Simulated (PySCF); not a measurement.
## MoBr from Hartree–Fock to correlated methods

State: ⁶Σ⁺ (sextet), unpaired electrons σ ↑, π ↑↑, δ ↑↑. Set-up: basis Mo def2-TZVPPD with ECP28, Br def2-TZVPPD; scalar-relativistic core potentials; PySCF 2.14. De refers to Mo (4d5 5s1) + Br in their high-spin ground configurations, without counterpoise correction. The functionals are run spin-unrestricted. A positive dipole means Mo(−)Br(+).

```csv
Level,Re (Å),ωe (cm⁻¹),De (eV),μ (D)
UHF,2.548,231,n/a,-6.77
UHF-MP2,2.420,277,n/a,n/a
UHF-SCS-MP2,2.440,268,n/a,n/a
LDA,2.377,290,4.08,-3.54
PBE,2.425,269,3.49,-3.88
PW91,2.425,270,3.52,-3.86
BP86,2.426,270,3.50,-3.82
r²SCAN,2.432,270,3.39,-4.22
r²SCANh,2.434,270,3.34,-4.47
PBE0,2.434,268,3.36,-4.69
B97-3,2.455,259,3.50,-4.70
ωB97X,2.454,261,3.70,-5.48
```

The bond length runs from 2.377 Å (LDA) to 2.548 Å (UHF). De spans 3.34 eV (r²SCANh, hybrid meta-GGA) to 4.08 eV (LDA, local density).

Correlated steps freeze 9 core orbitals. The metal atom is held in its measured ground configuration; semilocal functionals can put another filling of s and d lower by some tenths of an eV, and De to that atom would be smaller. These are scalar-relativistic numbers at best; spin–orbit coupling would shift them, the dissociation energy most. With d or f electrons several states lie close, and the lowest PBE0 determinant need not be the measured ground state.

The whole job (state search and all levels along the bond) took about 6.3 min on 2 threads of AMD EPYC 7R13 (shared host), peak memory 4.4 GiB.
